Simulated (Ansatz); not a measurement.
System: CH2F3Ge, net charge 0, doublet state. It need not be the lowest isomer of its formula. 
Coordinates optimised at B3LYP-D3(BJ)/def2-TZVP (Ansatz, a quantum-chemistry and plane-wave program):
```xyz
7

C      1.9110     0.1322     0.1955
Ge     0.0285     0.0018     0.0024
F     -0.7185     1.5336    -0.2406
F     -0.4801    -0.9598    -1.3336
F     -0.7233    -0.7054     1.3800
H      2.4699     0.8894    -0.3360
H      2.4484    -0.5553     0.8333
```
Charge 0, spin multiplicity 2.

Total electronic energies in hartree. Cores are frozen in the correlated levels unless marked. UHF or UKS for open shells. Spin-orbit coupling is left out. Frozen are the shells of the preceding noble gas and the d and f shells that filled before the atom's block. Non-relativistic. Basis-set limits of correlation are two-point, X^-3; Hartree-Fock from the larger set.

```json
[
 {"level": "HF/STO-3G", "program": "Ansatz", "energy (Eh)": "-2384.43732"},
 {"level": "RI-HF/cc-pVQZ", "program": "Ansatz", "energy (Eh)": "-2413.01369"},
 {"level": "PBE/def2-TZVPD", "program": "Ansatz", "energy (Eh)": "-2415.40967"},
 {"level": "PBE-D4/def2-TZVPD", "program": "Ansatz + dftd4", "energy (Eh)": "-2415.41433"},
 {"level": "BLYP/def2-TZVPD", "program": "Ansatz", "energy (Eh)": "-2416.08017"},
 {"level": "r2SCAN-D3(BJ)/def2-TZVPD", "program": "Ansatz + dftd3", "energy (Eh)": "-2415.91598"},
 {"level": "r2SCAN-D4/def2-TZVPD", "program": "Ansatz + dftd4", "energy (Eh)": "-2415.91600"},
 {"level": "B3LYP-D3(BJ)/def2-TZVPD", "program": "Ansatz + dftd3", "energy (Eh)": "-2416.11513"},
 {"level": "r2SCAN0-D4/def2-TZVPD", "program": "Ansatz + dftd4", "energy (Eh)": "-2415.85161"},
 {"level": "HSE06-D3(BJ)/def2-TZVPD", "program": "Ansatz + dftd3", "energy (Eh)": "[?]"},
 {"level": "LC-wPBE-D4/def2-TZVPD", "program": "Ansatz + dftd4", "energy (Eh)": "-2415.61059"},
 {"level": "SCS-MP2/STO-3G", "program": "Ansatz", "energy (Eh)": "-2384.55643"},
 {"level": "CCSD/6-31G", "program": "Ansatz", "energy (Eh)": "-2412.89049"},
 {"level": "CCSD(T)/6-31G*", "program": "Ansatz", "energy (Eh)": "-2413.25216"},
 {"level": "CCSD(T)/CBS(cc-pVTZ,cc-pVQZ)", "program": "Ansatz", "energy (Eh)": "-2414.2200"}
]
```

Task: Complete the blanks.

Result: 
- HSE06-D3(BJ)/def2-TZVPD, energy (Eh): -2415.45581
